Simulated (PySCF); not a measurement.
C6H6O, SMILES C=C=C1C=COC1. Atoms are numbered in the order given.

```xyz
13

C      0.0093    -2.9739     0.0000
C      0.0410    -1.6650     0.0000
C      0.0606    -0.3471     0.0000
C      1.2052     0.5694     0.0000
C      0.7140     1.8244     0.0000
O     -0.6378     1.9118     0.0000
C     -1.1630     0.5707     0.0000
H     -0.0027    -3.5530    -0.9332
H     -0.0027    -3.5530     0.9332
H      2.2520     0.2778     0.0000
H      1.2382     2.7804     0.0000
H     -1.7925     0.4408     0.8953
H     -1.7925     0.4408    -0.8953
```
Charge 0, spin multiplicity 1.

The structure is a stationary point at B3LYP-D3(BJ)/def2-SVP. The structure was generated by enumeration, and PubChem lists no compound with its InChIKey, so it may never have been made. The values are those of a single conformer.

The numbers are results of B3LYP-D3(BJ)/def2-SVP (PySCF), not measurements.

No scaling factor is applied to the harmonic values.

**Question.** Give all harmonic wavenumbers and intensities. (The exact figures need the calculation; the answer reports its results.)

**Answer.** 
```
mode  ν (cm⁻¹)  IR (km/mol)  moving atoms (share of kinetic energy)
----  --------  -----------  --------------------------------------
1           99          0.7                  C 48 %, O 26 %, H 26 %
2          160          0.4                          C 74 %, H 21 %
3          220         11.7                          C 61 %, H 35 %
4          391          4.0                          C 65 %, H 28 %
5          534          2.4                          H 61 %, C 32 %
6          535          1.6                   C 70 %, O 21 %, H 9 %
7          568          7.4                          C 89 %, H 11 %
8          635          0.0                          H 59 %, C 38 %
9          776         35.0                          H 79 %, C 20 %
10         830          5.4                  C 56 %, O 32 %, H 12 %
11         870          0.1                          C 79 %, H 17 %
12         886         40.0                          H 73 %, C 27 %
13         918          1.0                          H 72 %, C 28 %
14         972         59.9                  C 61 %, O 26 %, H 13 %
15        1001          0.7                          H 61 %, C 37 %
16        1002          0.1                          H 61 %, C 38 %
17        1060         31.7                  H 59 %, C 23 %, O 18 %
18        1172         84.4                  H 45 %, C 39 %, O 16 %
19        1193         28.8                   C 70 %, H 22 %, O 8 %
20        1202          1.4                                  H 93 %
21        1276         23.5                          C 54 %, H 43 %
22        1310          6.1                          H 70 %, C 25 %
23        1398          6.5                          H 62 %, C 33 %
24        1468          1.8                          H 87 %, C 12 %
25        1488          5.3                          C 52 %, H 47 %
26        1648        122.7                          C 88 %, H 10 %
27        2062          7.9                                  C 99 %
28        3045         26.5                                  H 95 %
29        3085         24.8                                  H 95 %
30        3095         14.7                          H 90 %, C 10 %
31        3161          4.8                          H 89 %, C 11 %
32        3235          1.4                           H 91 %, C 9 %
33        3269          2.6                          H 90 %, C 10 %
```
